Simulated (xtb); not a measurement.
xtb input (GFN2-xTB):

```bash
xtb mol.xyz --gfn 2 --sp --chrg -1 --uhf 0
```
mol.xyz:
```
8

C      2.08774068    -0.01468377    -0.13459455
C      1.02700782     0.71844147     0.22263037
C     -0.27751855     0.08717183     0.05181193
F     -0.97993201    -0.01622699     1.23329246
F     -0.37844233    -1.22952787    -0.46605774
F     -1.10508395     0.79154615    -0.79610585
H      3.10343724     0.37868635    -0.04065664
H      2.04430761    -1.03638516    -0.53858976
```

End of the output:

```
         :::::::::::::::::::::::::::::::::::::::::::::::::::::
         ::                     SUMMARY                     ::
         :::::::::::::::::::::::::::::::::::::::::::::::::::::
         :: total energy             -21.769109464853 Eh    ::
         :: gradient norm              0.021636053007 Eh/a0 ::
         :: HOMO-LUMO gap              3.604458589896 eV    ::
         ::.................................................::
         :: SCC energy               -21.890158952833 Eh    ::
         :: -> isotropic ES            0.161011635768 Eh    ::
         :: -> anisotropic ES         -0.002297325408 Eh    ::
         :: -> anisotropic XC         -0.011067059582 Eh    ::
         :: -> dispersion             -0.004530091094 Eh    ::
         :: repulsion energy           0.121049487980 Eh    ::
         :: add. restraining           0.000000000000 Eh    ::
         :: total charge              -1.000000000000 e     ::
         :::::::::::::::::::::::::::::::::::::::::::::::::::::

           -------------------------------------------------
          |                Property Printout                |
           -------------------------------------------------

    * Orbital Energies and Occupations

         #    Occupation            Energy/Eh            Energy/eV
      -------------------------------------------------------------
         1        2.0000           -0.6556592             -17.8414
       ...           ...                  ...                  ...
         6        2.0000           -0.3976184             -10.8197
         7        2.0000           -0.3922088             -10.6725
         8        2.0000           -0.3643496              -9.9145
         9        2.0000           -0.3333304              -9.0704
        10        2.0000           -0.3292784              -8.9601
        11        2.0000           -0.3234556              -8.8017
        12        2.0000           -0.3153788              -8.5819
        13        2.0000           -0.3107039              -8.4547
        14        2.0000           -0.3102769              -8.4431
        15        2.0000           -0.2749228              -7.4810
        16        2.0000           -0.2424393              -6.5971
Note: The following floating-point exceptions are signalling: IEEE_DENORMAL
normal termination of xtb
        17        2.0000           -0.1745354              -4.7493
        18        2.0000           -0.1200045              -3.2655 (HOMO)
        19                          0.0124569               0.3390 (LUMO)
        20                          0.1790550               4.8723
        21                          0.2473389               6.7304
        22                          0.2639363               7.1821
        23                          0.3522099               9.5841
        24                          0.3911690              10.6443
        25                          0.5658937              15.3988
        26                          0.7849314              21.3591
      -------------------------------------------------------------
                  HL-Gap            0.1324614 Eh            3.6045 eV
             Fermi-level           -0.0537738 Eh           -1.4633 eV

     #   Z          covCN         q      C6AA      α(0)
     1   6 C        2.851    -0.085    30.123     8.995
     2   6 C        1.962    -0.343    41.904    10.454
     3   6 C        3.347     0.462    17.443     6.588
     4   9 F        0.787    -0.279    12.086     4.106
     5   9 F        0.784    -0.319    12.541     4.183
     6   9 F        0.787    -0.279    12.086     4.106
     7   1 H        0.924    -0.069     4.597     3.353
     8   1 H        0.923    -0.087     5.128     3.541

 Mol. C6AA /au·bohr⁶  :        946.758559
 Mol. C8AA /au·bohr⁸  :      20836.712163
 Mol. α(0) /au        :         45.327672

Wiberg/Mayer (AO) data.
largest (>0.10) Wiberg bond orders for each atom

 ---------------------------------------------------------------------------
     #   Z sym  total        # sym  WBO       # sym  WBO       # sym  WBO
 ---------------------------------------------------------------------------
     1   6 C    3.957 --     2 C    1.951     7 H    0.976     8 H    0.954
     2   6 C    3.127 --     1 C    1.951     3 C    1.039
     3   6 C    3.705 --     2 C    1.039     4 F    0.898     6 F    0.898
                             5 F    0.822
     4   9 F    1.010 --     3 C    0.898
     5   9 F    0.969 --     3 C    0.822
     6   9 F    1.010 --     3 C    0.898
     7   1 H    0.995 --     1 C    0.976
     8   1 H    0.992 --     1 C    0.954
 ---------------------------------------------------------------------------

Topologies differ in total number of bonds
Writing topology from bond orders to xtbtopo.mol

molecular dipole:
                 x           y           z       tot (Debye)
 q only:       -0.659       0.066       0.067
   full:       -0.669      -0.494      -0.156       2.150
molecular quadrupole (traceless):
                xx          xy          yy          xz          yz          zz
 q only:       -5.567      -0.363       2.191       0.422      -0.546       3.375
  q+dip:       -2.919      -2.244       0.664      -0.563      -0.571       2.254
   full:       -3.543      -2.197       0.375      -0.434      -1.148       3.169

           -------------------------------------------------
          | TOTAL ENERGY              -21.769109464853 Eh   |
          | GRADIENT NORM               0.021636053007 Eh/α |
          | HOMO-LUMO GAP               3.604458589896 eV   |
           -------------------------------------------------

------------------------------------------------------------------------
------------------------------------------------------------------------
 total:
 SCF:
```

It need not be the lowest isomer of its formula. Whether it binds its extra electron was not tested at this geometry.
